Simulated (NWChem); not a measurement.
System: AlH2 cation; SMILES [AlH2+]

Results from NWChem. The geometry was optimised at PBE0-D3(BJ)/def2-TZVP. Total energies compare along this basis series because the functional is fixed.

```csv
level,basis functions,energy (Ha),highest occupied level (eV),orbital gap (eV)
PBE/cc-pVDZ,28,-243.1466,-14.94,5.91
PBE/aug-cc-pVDZ,45,-243.1478,-14.93,5.89
PBE/cc-pVTZ,62,-243.1586,-14.91,5.91
PBE/aug-cc-pVTZ,96,-243.1593,-14.91,5.90
PBE/cc-pVQZ,119,-243.1632,-14.91,5.90
```
